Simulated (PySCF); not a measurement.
## AsS₂⁺, singlet: computed properties

Level of theory: PySCF, PBE0, basis As def2-TZVP, S def2-TZVP (no relativity, density fitting).

The structure is a minimum.

Z-matrix (Å, degrees; charge 1 multiplicity 1):
```
As
S  1 1.9526
S  1 1.9526 2 180.00
```

| Property | Result |
| --- | --- |
| Point group | D∞h |
| Bond lengths | As–S 1.953 Å (×2) |
| Bond angles | S–As–S 180.0° |
| Entropy at 298.15 K and 1 bar | 269.2 J/(mol K) |
| Dipole moment about the centre of mass | 0.00 D |
| Highest occupied level | -14.40 eV |
| Rotational constants | 0.06915 cm⁻¹ |
| Zero-point energy | 8.9 kJ/mol |
| Heat capacity Cp at 298.15 K | 53.5 J/(mol K) |
| Principal quadrupole moments (Buckingham, traceless) about the centre of mass | -7.98, -7.98, 15.97 D Å |
| Lowest empty level | -9.20 eV |
| Principal polarisabilities | 33.5, 33.5, 107.2 bohr³ |
| Enthalpy at 298.15 K above 0 K | 13.14 kJ/mol |
| Rotational symmetry number | 2 |

Harmonic modes (masses in u: As 74.922, S 31.972):
```json
{"symmetry": "πu", "ω (cm⁻¹)": "119", "IR (km/mol, summed over degenerate members)": "0.0"}
{"symmetry": "σg+", "ω (cm⁻¹)": "535", "IR (km/mol, summed over degenerate members)": "0.0"}
{"symmetry": "σu+", "ω (cm⁻¹)": "723", "IR (km/mol, summed over degenerate members)": "38.5"}
```

In D∞h the vibrations span πu + σg+ + σu+. The σg+ mode carries no infrared intensity, as symmetry demands. With a centre of inversion only u modes can be infrared active and only g modes Raman active.

Charges (e):
| atom | Mulliken | Löwdin | polar tensor | Mayer order to As1 |
| --- | --- | --- | --- | --- |
| As1 | 0.66 | 0.33 | 0.93 | – |
| S2,3 | 0.17 | 0.34 | 0.03 | 2.15 |
Other Mayer orders above 0.3: S–S 0.38.

Mulliken populations on As1: s 7.44, p 14.51, d 10.35, f 0.04.

Outer orbital energies (eV). occupied: -29.05, -27.31, -21.22, -17.63, -16.36, -16.36, -14.40, -14.40; empty: -9.20, -9.19, -9.19, -1.93.

Counting electrons, arsenic keeps none of its valence electrons outside its bonds, so the VSEPR class is AX2 and the expected shape is linear (D∞h), as computed.

Only a few start shapes were tried, so a lower isomer may exist.

The final relaxation and frequency run took roughly 50 core-seconds on a shared host.
